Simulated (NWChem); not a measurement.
The numbers come from NWChem runs, not from measurements. System: silylarsine (H5AsSi), charge 0, spin multiplicity 1, at a geometry optimised with PBE/def2-SVP. Level: RHF/def2-TZVP.

NWChem printed:

```
             Northwest Computational Chemistry Package (NWChem) 7.3.0
             --------------------------------------------------------

                                NWChem Input Module
                                -------------------

 Scaling coordinates for geometry "geometry" by  1.889725989
 (inverse scale =  0.529177249)

 Turning off AUTOSYM since
 SYMMETRY directive was detected!

                             Geometry "geometry" -> ""
                             -------------------------

 Output coordinates in angstroms (scale by  1.889725989 to convert to a.u.)

  No.       Tag          Charge          X              Y              Z
 ---- ---------------- ---------- -------------- -------------- --------------
    1 Si                  14.0000     1.55308300    -0.30811700     0.00000000
    2 As                  33.0000    -0.78263000     0.21584200     0.00000000
    3 H                    1.0000     2.17500300     0.31221400     1.22199300
    4 H                    1.0000     2.17500300     0.31221400    -1.22199300
    5 H                    1.0000     1.84638800    -1.78427800     0.00000000
    6 H                    1.0000    -1.05637500    -0.82464400     1.10353700
    7 H                    1.0000    -1.05637500    -0.82464400    -1.10353700

 Effective nuclear repulsion energy (a.u.)     162.6800402043

            Nuclear Dipole moment (a.u.)
            ----------------------------
        X                 Y               Z
 ---------------- ---------------- ----------------
     0.0000302356     0.0000188973     0.0000000000

      Symmetry information
      --------------------

 Group name             Cs
 Group number              2
 Group order               2
 No. of unique centers     5

      Symmetry unique atoms

     1    2    3    5    6


 Summary of "ao basis" -> "" (spherical)
 ------------------------------------------------------------------------------
       Tag                 Description            Shells   Functions and Types
 ---------------- ------------------------------  ------  ---------------------
 *                         def2-tzvp                  on all atoms

 Summary of "ao basis" -> "ao basis" (spherical)
 ------------------------------------------------------------------------------
       Tag                 Description            Shells   Functions and Types
 ---------------- ------------------------------  ------  ---------------------
[...]
   Bfn.  Coefficient  Atom+Function         Bfn.  Coefficient  Atom+Function
  ----- ------------  ---------------      ----- ------------  ---------------
    53      0.259104  2 As px                54      0.247367  2 As py
    15     -0.221466  1 Si px                57      0.178718  2 As py
    43      0.176133  2 As s                 42      0.150641  2 As s
    56      0.150003  2 As px

 Vector   26  Occ=2.000000D+00  E=-3.648626D-01  Symmetry=a'
              MO Center= -4.8D-01,  2.0D-01, -1.8D-14, r^2= 3.0D+00
   Bfn.  Coefficient  Atom+Function         Bfn.  Coefficient  Atom+Function
  ----- ------------  ---------------      ----- ------------  ---------------
    54     -0.303438  2 As py                57     -0.299376  2 As py
    53      0.278046  2 As px                56      0.258984  2 As px
    43     -0.257309  2 As s                 42     -0.240992  2 As s
    15     -0.193569  1 Si px                48      0.177174  2 As py
    47     -0.158260  2 As px

 Vector   27  Occ=0.000000D+00  E= 1.131378D-01  Symmetry=a'
              MO Center=  1.0D+00, -3.2D-01,  2.0D-16, r^2= 7.8D+00
   Bfn.  Coefficient  Atom+Function         Bfn.  Coefficient  Atom+Function
  ----- ------------  ---------------      ----- ------------  ---------------
    43      1.623996  2 As s                 18      1.538470  1 Si px
    56      1.146104  2 As px                 5     -0.988642  1 Si s
    57     -0.410789  2 As py                15      0.255468  1 Si px
   106     -0.166248  6 H  s                112     -0.166248  7 H  s

 Vector   28  Occ=0.000000D+00  E= 1.205639D-01  Symmetry=a'
              MO Center=  1.3D-02, -2.1D-01, -9.4D-15, r^2= 6.5D+00
   Bfn.  Coefficient  Atom+Function         Bfn.  Coefficient  Atom+Function
  ----- ------------  ---------------      ----- ------------  ---------------
     5      1.452962  1 Si s                100     -1.030540  5 H  s
   106     -0.908134  6 H  s                112     -0.908134  7 H  s
    43      0.833267  2 As s                 56     -0.717089  2 As px
    57     -0.685484  2 As py                88     -0.452232  3 H  s
    94     -0.452232  4 H  s                 19     -0.406749  1 Si py

 Vector   29  Occ=0.000000D+00  E= 1.312612D-01  Symmetry=a"
              MO Center= -7.0D-01, -6.8D-02,  6.6D-14, r^2= 4.4D+00
   Bfn.  Coefficient  Atom+Function         Bfn.  Coefficient  Atom+Function
  ----- ------------  ---------------      ----- ------------  ---------------
    58      1.326446  2 As pz               106     -1.050716  6 H  s
   112      1.050716  7 H  s                 49     -0.166505  2 As pz
    55      0.156357  2 As pz

 center of mass
 --------------
 x =  -0.19380527 y =   0.08263469 z =   0.00000000

 moments of inertia (a.u.)
 ------------------
          57.781118406904          91.974362132263           0.000000000000
          91.974362132263         474.673542911491           0.000000000000
           0.000000000000           0.000000000000         493.426144444022

  Mulliken analysis of the total density
  --------------------------------------

    Atom       Charge   Shell Charges
 -----------   ------   -------------------------------------------------------
    1 Si  14    13.79   2.00  0.58  1.39  0.82  0.45  4.12  1.73  0.51  1.48  0.38  0.12  0.18  0.02
    2 As  33    33.16   2.00  2.00  1.17  0.78  0.93  0.84  5.99  5.77  0.36  1.78  1.37  8.94  1.07  0.03  0.11  0.01
    3 H    1     1.04   0.23  0.56  0.24  0.01
    4 H    1     1.04   0.23  0.56  0.24  0.01
    5 H    1     1.04   0.23  0.56  0.24  0.01
    6 H    1     0.96   0.22  0.53  0.19  0.01
    7 H    1     0.96   0.22  0.53  0.19  0.01

       Multipole analysis of the density wrt the origin
       ------------------------------------------------

     L   x y z        total         open         nuclear
     -   - - -        -----         ----         -------
     0   0 0 0     -0.000000      0.000000     52.000000

     1   1 0 0      0.076855      0.000000      0.000030
     1   0 1 0     -0.153137      0.000000      0.000019
     1   0 0 1      0.000000      0.000000      0.000000

     2   2 0 0    -27.211269      0.000000    246.703539
     2   1 1 0      0.637122      0.000000    -44.524080
     2   1 0 1     -0.000000      0.000000      0.000000
     2   0 2 0    -27.219481      0.000000     27.158588
     2   0 1 1     -0.000000      0.000000      0.000000
     2   0 0 2    -25.939484      0.000000     19.362745

 Task  times  cpu:        3.9s     wall:        3.9s

 Total times  cpu:        3.9s     wall:        3.9s
```

Problem. Write an NWChem input that would produce this output.

Solution. This is not unique; one that fits is 
```
start mol
memory heap 200 mb stack 900 mb global 1100 mb
geometry units angstroms nocenter noautoz
  Si     1.553083    -0.308117     0.000000
  As    -0.782630     0.215842     0.000000
  H      2.175003     0.312214     1.221993
  H      2.175003     0.312214    -1.221993
  H      1.846388    -1.784278     0.000000
  H     -1.056375    -0.824644     1.103537
  H     -1.056375    -0.824644    -1.103537
  symmetry group Cs
end
basis spherical
  * library def2-tzvp
end
scf
  rhf
  nopen 0
  maxiter 100
  thresh 1e-7
  semidirect memsize 60000000 filesize 0
end
task scf energy
```
